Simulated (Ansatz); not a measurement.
```json
{"atom": "Si", "x (Å)": "0.0000", "y (Å)": "0.0000", "z (Å)": "0.0000"}
{"atom": "F", "x (Å)": "0.8426", "y (Å)": "0.8426", "z (Å)": "0.8426"}
{"atom": "F", "x (Å)": "0.8426", "y (Å)": "-0.8426", "z (Å)": "-0.8426"}
{"atom": "F", "x (Å)": "-0.8426", "y (Å)": "0.8426", "z (Å)": "-0.8426"}
{"atom": "F", "x (Å)": "-0.8426", "y (Å)": "-0.8426", "z (Å)": "0.8426"}
```

Basis set: 6-31G* (spherical functions). Left uncorrelated: 9 orbitals. Charge 0, multiplicity 1.

Computed with Ansatz (development build ahead of 0.2.0); each method stands on the lowest determinant of its kind that the runs found. Restricted open shells among the atoms or ions are ROHF, correlated in semicanonical orbitals with singles.

(1) Give the atomization energy at this shape (free ground-state atoms in the same class of orbitals less the molecule, no zero-point energy) of singlet SiF4 by RHF-MP2, RHF.

Results:

(1)

| method | atomization energy |
| --- | --- |
| RHF-MP2 | 2172.0 kJ/mol |
| RHF | 1650.5 kJ/mol |

Caution: no unrestricted run beside it, a lower state can exist; the shape is not the minimum.
